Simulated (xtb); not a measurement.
H$_{9}$PSi$_{3}$, charge +1, doublet, at a GFN2-xTB geometry (a state made from the parent by changing its charge; the spin is typed, not shown lowest); GFN0-xTB in xtb.

Here is a job for xtb.
```
$ xtb mol.xyz --gfn 0 --chrg 1 --uhf 1 --acc 30 --json

# file mol.xyz
13

Si    -0.76269209     1.81264430    -1.17752802
P      0.00471359    -0.00497380    -0.01293666
Si     2.25368306    -0.34757417     0.26066513
Si    -1.49382621    -1.46128209     0.92595130
H      0.46636718     2.48448747    -1.58733297
H     -1.56421063     2.52973589    -0.18929405
H     -1.53400354     1.21340005    -2.26357662
H      2.84356753     0.48195750    -0.78533161
H      2.39598724    -1.78812083     0.06958047
H      2.50046027     0.11265064     1.62515535
H     -0.71985620    -2.69107204     1.06320692
H     -2.57454756    -1.50552230    -0.05453140
H     -1.84477451    -0.81594199     2.18893598
```

It wrote (shortened):

```
   ID    Z sym.   atoms
    1   14 Si     1, 3, 4
    2   15 P      2
    3    1 H      5-13

           -------------------------------------------------
          |                Calculation Setup                |
           -------------------------------------------------

           -------------------------------------------------
          |                 G F N 0 - x T B                 |
           -------------------------------------------------

          ...................................................
          :                      SETUP                      :
          :.................................................:
          :  # basis functions                  58          :
          :  # atomic orbitals                  54          :
          :  # shells                           30          :
          :  # electrons                        25          :
          :  electronic temp.          300.0000000     K    :
          :  accuracy                   30.0000000          :
          :  -> integral cutoff          0.2000000E+02      :
          :  -> integral neglect         0.3000000E-06      :
          ...................................................

         :::::::::::::::::::::::::::::::::::::::::::::::::::::
         ::                     SUMMARY                     ::
         :::::::::::::::::::::::::::::::::::::::::::::::::::::
         :: total energy             -11.274716113093 Eh    ::
         :: gradient norm              0.034029889247 Eh/a0 ::
         :: HOMO-LUMO gap              2.791741619171 eV    ::
         ::.................................................::
         :: H0 energy                -12.631164125418 Eh    ::
         :: repulsion energy           0.121180107434 Eh    ::
         :: electrostat energy         1.238708322127 Eh    ::
         :: -> Gsolv                   0.000000000000 Eh    ::
         ::    -> Gsasa                0.000000000000 Eh    ::
         ::    -> Gshift               0.000000000000 Eh    ::
         :: dispersion energy         -0.003440417236 Eh    ::
         :: short-range corr.          0.000000000000 Eh    ::
         :: add. restraining           0.000000000000 Eh    ::
         :: total charge               1.000000000000 e     ::
         :::::::::::::::::::::::::::::::::::::::::::::::::::::

           -------------------------------------------------
          |                Property Printout                |
[...]
     3  14 Si       3.679     0.436   139.674    21.854
     4  14 Si       3.679     0.436   139.686    21.855
     5   1 H        0.919    -0.033     3.693     3.006
     6   1 H        0.919    -0.030     3.633     2.981
     7   1 H        0.919    -0.029     3.614     2.973
     8   1 H        0.919    -0.032     3.678     3.000
     9   1 H        0.919    -0.030     3.646     2.986
    10   1 H        0.919    -0.029     3.607     2.970
    11   1 H        0.919    -0.032     3.684     3.002
    12   1 H        0.919    -0.031     3.667     2.995
    13   1 H        0.919    -0.029     3.605     2.969

 Mol. C6AA /au·bohr⁶  :       4273.519175
 Mol. C8AA /au·bohr⁸  :     206868.006853
 Mol. α(0) /au        :        115.548971

Wiberg/Mayer (AO) data.
largest (>0.10) Wiberg bond orders for each atom

 ---------------------------------------------------------------------------
     #   Z sym  total        # sym  WBO       # sym  WBO       # sym  WBO
 ---------------------------------------------------------------------------
     1  14 Si   3.682 --     5 H    0.879     6 H    0.878     7 H    0.878
                             2 P    0.871
     2  15 P    2.779 --     4 Si   0.873     1 Si   0.871     3 Si   0.870
     3  14 Si   3.682 --     8 H    0.879     9 H    0.878    10 H    0.878
                             2 P    0.870
     4  14 Si   3.683 --    11 H    0.879    12 H    0.879    13 H    0.878
                             2 P    0.873
     5   1 H    0.913 --     1 Si   0.879
     6   1 H    0.913 --     1 Si   0.878
     7   1 H    0.913 --     1 Si   0.878
     8   1 H    0.913 --     3 Si   0.879
     9   1 H    0.913 --     3 Si   0.878
    10   1 H    0.913 --     3 Si   0.878
    11   1 H    0.913 --     4 Si   0.879
    12   1 H    0.913 --     4 Si   0.879
    13   1 H    0.913 --     4 Si   0.878
 ---------------------------------------------------------------------------

Topologies differ in total number of bonds
Writing topology from bond orders to xtbtopo.mol

 dipole moment from electron density (au)
     X       Y       Z
   0.0201   0.0036  -0.0157  total (Debye):    0.065

           -------------------------------------------------
          | TOTAL ENERGY              -11.274716113093 Eh   |
          | GRADIENT NORM               0.034029889247 Eh/α |
          | HOMO-LUMO GAP               2.791741619171 eV   |
           -------------------------------------------------

normal termination of xtb
```
